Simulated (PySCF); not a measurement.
Isomers of C6H10OSi2, from PySCF 2.14.0, PBE0-D3(BJ)/def2-SVP geometry optimisation, gas phase. One conformer each, no zero-point energy, no frequencies.

**Question.** Which is lowest in electronic energy at this level?
A. `[CH:1]#[C:2][C@@H:3]1[CH:4]=[CH:5][CH2:6][Si@H:7]1[O:8][SiH3:9]` with C6–Si7–O8–Si9 51°, C2–C3–C4–C5 -101°, C4–C5–C6–Si7 -18°, C5–C6–Si7–O8 -90°, C2–C3–Si7–C6 97°: A = 2063, B = 770.9, C = 714.3 MHz, dipole 1.12 D
B. `[SiH3:1][O:2][SiH2:3][c:4]1[cH:5][cH:6][cH:7][cH:8][cH:9]1` with Si1–O2–Si3–C4 129°, O2–Si3–C4–C5 0°: A = 2993, B = 563.4, C = 483.1 MHz, dipole 0.70 D
C. `[OH:1][SiH2:2][c:3]1[cH:4][cH:5][c:6]([SiH3:7])[cH:8][cH:9]1` with H–O1–Si2–C3 180°, O1–Si2–C3–C4 -176°: A = 3900, B = 510.3, C = 456.1 MHz, dipole 1.64 D
D. `[CH:1]#[C:2][C@@H:3]1[CH:4]=[CH:5][CH2:6][Si@@H:7]1[O:8][SiH3:9]` with C6–Si7–O8–Si9 -108°, C2–C3–C4–C5 -135°, C4–C5–C6–Si7 12°, C5–C6–Si7–O8 99°, C2–C3–Si7–C6 140°: A = 1541, B = 1042, C = 750.9 MHz, dipole 1.05 D

**Answer.** B. That is `c1(ccccc1)[SiH2]O[SiH3]`, 23.0 kcal/mol below the next.

```tsv
SMILES	mapped SMILES	E (Eh)	relative (kcal/mol)	relative (kJ/mol)	dipole (D)
[SiH3]O[SiH2]c1ccccc1	[SiH3:1][O:2][SiH2:3][c:4]1[cH:5][cH:6][cH:7][cH:8][cH:9]1	-887.94203	0.0	0.0	0.70
O[SiH2]c1ccc([SiH3])cc1	[OH:1][SiH2:2][c:3]1[cH:4][cH:5][c:6]([SiH3:7])[cH:8][cH:9]1	-887.90541	23.0	96.1	1.64
C#C[C@@H]1C=CC[Si@@H]1O[SiH3]	[CH:1]#[C:2][C@@H:3]1[CH:4]=[CH:5][CH2:6][Si@@H:7]1[O:8][SiH3:9]	-887.85936	51.9	217.0	1.05
C#C[C@@H]1C=CC[Si@H]1O[SiH3]	[CH:1]#[C:2][C@@H:3]1[CH:4]=[CH:5][CH2:6][Si@H:7]1[O:8][SiH3:9]	-887.85723	53.2	222.6	1.12
```

As drawn, the lowest has an aromatic ring, which the highest lacks; the highest has a C≡C bond and a C=C bond outside aromatic rings, which the lowest lacks.
